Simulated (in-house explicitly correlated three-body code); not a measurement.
Computed with an exponentially correlated three-body code. Model: two electrons around a point charge, non-relativistic, variational in 260 exponentially correlated functions (energies converged to about 1e-7 hartree, or 1e-8 relative for large Z).

Command:
```bash
python run_hyl.py task.json out
```
Settings (lengths in bohr, energies in hartree):
```
Z                      10
screening              0.2
interaction_strength   1
functions              260
states_tried           13
```

Cost of the run: 2.6 min on 1 thread of Arm Neoverse N1, with other jobs on the host.

**Those bound S and P states to n = 4 that converged, binding against the one-electron ion.**

Given: nuclear charge 10; Yukawa screening of all interactions 0.2 1/bohr.

Computed: one-electron threshold -48.0296106 hartree.

```
term  energy (hartree)  binding (eV)
1 1S       -90.1638051        1146.5
2 3S       -57.0069968        244.29
2 3P                 ?             ?
2 1S       -56.6371621        234.22
2 1P       -56.3817165        227.27
3 3S       -51.1175925        84.028
3 1S       -51.0233573        81.464
3 3P       -51.0093606        81.083
3 1P                 ?             ?
4 3S       -49.2218694        32.443
4 1S       -49.1871032        31.497
4 3P       -49.1735561        31.128
4 1P       -49.1479852        30.433
```

(1) What belongs in the row 2 3P?

(2) What belongs in the row 3 1P?

**Converged states only, values per electron or pair (inverse distances are <exp(-kr)/r>).**

```tsv
term	mean r (bohr)	mean r squared (bohr²)	mean inverse r (1/bohr)	mean r12 (bohr)	mean inverse r12 (1/bohr)	mean cosine	mean p1 dot p2 (bohr⁻²)	delta r1 (bohr⁻³)	delta r12 (bohr⁻³)
1 1S	0.15593	0.032586	9.4877	0.22959	5.7396	-0.013277	1.2156	297.45	32.595
2 3S	0.3942	0.25251	5.9566	0.66335	1.5891	-0.0044453	0.091524	175.53	-
2 3P	0.34826	0.19453	5.9374	0.58166	1.9088	-0.072177	-6.3399	157.91	-
2 1S	0.4045	0.2684	5.9345	0.67647	1.8948	-0.0069055	0.10591	174.62	5.6731
2 1P	0.35642	0.20518	5.9204	0.57545	2.0927	0.052614	6.1116	159.33	1.5494
3 3S	0.81617	1.2629	5.3102	1.4926	0.68161	-0.0014315	0.025902	163.64	-
3 1S	?	?	?	?	?	?	?	?	?
3 3P	0.77613	1.1482	5.3046	1.4147	0.76296	-0.016717	-1.4232	158.78	-
3 1P	0.78829	1.1879	5.2999	1.4342	0.81361	0.012179	1.4639	159.1	0.47958
4 3S	1.4544	4.2925	5.0883	2.7642	0.32478	-0.00056527	0.0098595	160.8	-
4 1S	1.4778	4.4395	5.0858	2.8103	0.35274	-0.00083002	0.012518	160.73	0.60257
4 3P	?	?	?	?	?	?	?	?	-
4 1P	1.4409	4.2428	5.0837	2.7364	0.37242	0.0043467	0.52886	159.07	0.18723
```

(3) What belongs in the row 3 1S?

(4) What belongs in the row 4 3P?

**Electric-dipole lines between converged S and P states, rate of the upper state's decay.**

```
s state  p state  p minus s (eV)  oscillator strength from s  rate (1/s)
   1 1S     2 1P          919.26                     0.71682  8.7614e+12
   1 1S     3 1P          1067.3                     0.14317   2.359e+12
   1 1S     4 1P          1116.1                    0.049046  8.8369e+11
   2 1S     2 1P           6.951                     0.05762  4.0268e+07
   2 1S     3 1P          155.01                     0.37196  1.2927e+11
   2 1S     4 1P          203.79                    0.086438  5.1923e+10
   3 1S     2 1P         -145.81                   -0.052783  4.8693e+10
   3 1S     3 1P          2.2474                     0.11565  8.4485e+06
   3 1S     4 1P          51.031                     0.37886   1.427e+10
   4 1S     2 1P         -195.78                   -0.010841  1.8031e+10
   4 1S     3 1P          -47.72                    -0.11786  1.1646e+10
   4 1S     4 1P          1.0645                     0.19773  3.2406e+06
   2 3S     2 3P               ?                           ?           ?
   2 3S     3 3P           163.2                     0.35201  1.3561e+11
   2 3S     4 3P          213.16                    0.083246  5.4709e+10
   3 3S     2 3P         -150.28                   -0.054575  5.3484e+10
   3 3S     3 3P          2.9451                     0.14631  1.8356e+07
   3 3S     4 3P               ?                           ?           ?
   4 3S     2 3P         -201.87                   -0.010991  1.9435e+10
   4 3S     3 3P          -48.64                    -0.12407  1.2737e+10
   4 3S     4 3P          1.3147                     0.23739  5.9346e+06
```

(5) What belongs in the row 2 3S 2 3P?

(6) What belongs in the row 3 3S 4 3P?

**Static dipole response.**

```json
{"state": "1 1S", "polarisability (bohr³)": "0.001047"}
{"state": "2 1S", "polarisability (bohr³)": "0.89944"}
{"state": "2 3S", "polarisability (bohr³)": "0.5971"}
```

## Answers

(1) energy (hartree): -56.6404225; binding (eV): 234.31.

(2) energy (hartree): -50.9407672; binding (eV): 79.217.

(3) mean r (bohr): 0.83192; mean r squared (bohr²): 1.3172; mean inverse r (1/bohr): 5.3043; mean r12 (bohr): 1.5224; mean inverse r12 (1/bohr): 0.75922; mean cosine: -0.002124; mean p1 dot p2 (bohr⁻²): 0.032122; delta r1 (bohr⁻³): 163.45; delta r12 (bohr⁻³): 1.5876.

(4) mean r (bohr): 1.4229; mean r squared (bohr²): 4.1322; mean inverse r (1/bohr): 5.0857; mean r12 (bohr): 2.702; mean inverse r12 (1/bohr): 0.35382; mean cosine: -0.0059944; mean p1 dot p2 (bohr⁻²): -0.50486; delta r1 (bohr⁻³): 158.96.

(5) p minus s (eV): 9.975; oscillator strength from s: 0.078314; rate (1/s): 1.1271e+08.

(6) p minus s (eV): 52.9; oscillator strength from s: 0.35861; rate (1/s): 1.4515e+10.
